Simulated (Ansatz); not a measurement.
The same path of CH₇OPSi₂ (12 atoms, charge 0, multiplicity 1) was run twice with different band settings. The coordinate that changes most is the dihedral H8–C1–Si2–P3.

Theory: RKS PBE/STO-3G (Ansatz).

Relaxed end points:

```xyz
12
Properties=species:S:1:pos:R:3
C -0.943 1.247 0.553
Si 0.757 0.590 1.046
P 1.817 -0.579 -0.585
O 0.678 -0.296 -1.999
Si 0.190 -1.826 -1.255
H -1.688 0.438 0.480
H -1.311 1.976 1.295
H -0.905 1.754 -0.427
H 0.615 -0.234 2.244
H 1.595 1.723 1.423
H -1.152 -1.827 -0.679
H 0.425 -3.021 -2.060
```

```xyz
12
Properties=species:S:1:pos:R:3
C -0.966 1.216 0.591
Si 0.715 0.529 1.105
P 1.838 -0.535 -0.556
O 0.744 -0.177 -1.989
Si 0.245 -1.753 -1.353
H -1.378 1.872 1.377
H -0.888 1.810 -0.336
H -1.699 0.411 0.410
H 0.530 -0.370 2.242
H 1.534 1.636 1.586
H -1.116 -1.797 -0.823
H 0.517 -2.896 -2.219
```

Common settings: movable images 5; climbing image yes; spring 5.0 eV/Å²; start path through a guess of the saddle point; force threshold 0.03 eV/Å; iteration limit 60; end points relaxed.

| run | optimiser | largest step |
| --- | --- | --- |
| 1 | quadratic models (default) | default |
| 2 | fire | 0.02 Å |

(1) What does each run give, and how far can it be trusted?

## Answers

(1) Run 1: converged after 14 iterations, highest image 0.011 eV above the first end. A structure lower than the first end lies on the path between it and the top, so the climb from that side starts below the end, which may itself be a saddle point or a shallow side well. A vibrational analysis at the climbing image gives one clearly imaginary mode, 89i cm⁻¹: a first-order saddle point.
Run 2: converged after 35 iterations, highest image 0.032 eV above the first end. The order of the stationary point at the top wasn't checked.
Limits of this set-up: minimal basis.
